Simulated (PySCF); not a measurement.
Cyclo-(F2SiS)3.
Cartesian coordinates in Å at the PBE0-D3(BJ)/def2-SVP level; atoms count from 1:
```
atom  x, y, z in Å
Si1    1.2982    0.5222   -1.2527
F2     1.1319    2.0658   -0.8509
F3     2.2366    0.4530   -2.5461
S4     2.3046   -0.5467    0.2794
Si5    0.6200   -0.9794    1.4918
F6    -0.1120   -2.3197    1.0035
F7     1.1860   -1.2386    2.9655
S8    -0.7865    0.6042    1.6465
Si9   -1.7772    0.4057   -0.2153
F10   -3.0145   -0.6076   -0.1382
F11   -2.3928    1.8530   -0.5139
S12   -0.5789   -0.2946   -1.8186
```

Computed with delta-SCF UKS SCAN, pcX-2 on the ionised atom, pcseg-1 elsewhere, spin-free X2C (PySCF). Vertical ΔSCF values, vacuum level as zero.

Some binding energies are withheld.

```
    atom(s)    bonded to     level  binding energy (eV)
    F2 (×6)           Si      F 1s               693.56
Si1/Si5/Si9  2 F and 2 S     Si 1s              1850.69
Si1/Si5/Si9  2 F and 2 S  Si 2p3/2                    ?
  S4/S8/S12         2 Si      S 1s                    ?
```

Q: Fill in S 1s for S4/S8/S12.

A: 2478.16 eV (sulfur bonded to 2 Si).

Q: Fill in Si 2p3/2 for Si1/Si5/Si9.

A: 110.48 eV (silicon bonded to 2 F and 2 S), with 2p1/2 at 111.10 eV.

Q: Which effective nuclear charge Zeff reproduces each element's mean 1s value in the hydrogen-like formula E = 13.606 eV × Zeff²?

A: F (Z = 9): mean 693.6 eV, Zeff = 7.14, Z − Zeff = 1.86; Si (Z = 14): mean 1850.7 eV, Zeff = 11.66, Z − Zeff = 2.34; S (Z = 16): mean 2478.2 eV, Zeff = 13.50, Z − Zeff = 2.50. Means run over the listed sites, weighted by atom count.

Topologically equivalent atoms share the value of their first member; where this conformer doesn't relate them by symmetry, their own values could differ. Not every level is listed. The 2p values add to the ΔSCF energy of one spin-free hole a correction within the shell (spin–orbit coupling, ligand field). 2p1/2 minus 2p3/2 (ligand field included): Si 0.63 eV. The structure is a single PBE0-D3(BJ)/def2-SVP conformer in the gas phase; no vibrational or solvent corrections.
